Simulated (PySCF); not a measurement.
Isomers of C5H8F3OP, from PBE0-D3(BJ)/def2-SVP geometry optimisation, gas phase (PySCF). One conformer each, no zero-point energy, no frequencies.

Question: Which isomer lies lowest at this level?
A. `[CH3:1][CH2:2][P@:3]([CH3:4])(=[O:5])[C:6]([F:7])=[C:8]([F:9])[F:10]` with C1–C2–P3–C4 -56°, C2–P3–C6–F7 -73°: A = 1537, B = 838.3, C = 714.6 MHz, dipole 3.48 D
B. `[O:1]=[P@@H:2]1[CH2:3][CH2:4][C@H:5]([C:6]([F:7])([F:8])[F:9])[CH2:10]1` with O1–P2–C3–C4 -109°, P2–C3–C4–C5 -38°, C3–C4–C5–C6 173°, C4–C5–C10–P2 -36°: A = 2449, B = 646.8, C = 592.5 MHz, dipole 3.50 D
C. `[CH3:1][O:2][CH2:3][P:4]([CH3:5])[C:6]([F:7])=[C:8]([F:9])[F:10]` with C1–O2–C3–P4 -171°, O2–C3–P4–C5 -48°, C3–P4–C6–F7 -156°: A = 1279, B = 1003, C = 655.7 MHz, dipole 2.75 D

Answer: B. That is `C1[C@H](CC[P@H]1=O)C(F)(F)F`, 40.1 kcal/mol below the next.

```tsv
SMILES	mapped SMILES	E (Eh)	relative (kcal/mol)	relative (kJ/mol)	dipole (D)
O=[P@@H]1CC[C@H](C(F)(F)F)C1	[O:1]=[P@@H:2]1[CH2:3][CH2:4][C@H:5]([C:6]([F:7])([F:8])[F:9])[CH2:10]1	-910.25391	0.0	0.0	3.50
CC[P@](C)(=O)C(F)=C(F)F	[CH3:1][CH2:2][P@:3]([CH3:4])(=[O:5])[C:6]([F:7])=[C:8]([F:9])[F:10]	-910.19004	40.1	167.7	3.48
COCP(C)C(F)=C(F)F	[CH3:1][O:2][CH2:3][P:4]([CH3:5])[C:6]([F:7])=[C:8]([F:9])[F:10]	-910.13935	71.9	300.8	2.75
```

As drawn, the lowest has a P=O bond, which the highest lacks; the highest has a C=C bond outside aromatic rings, which the lowest lacks.
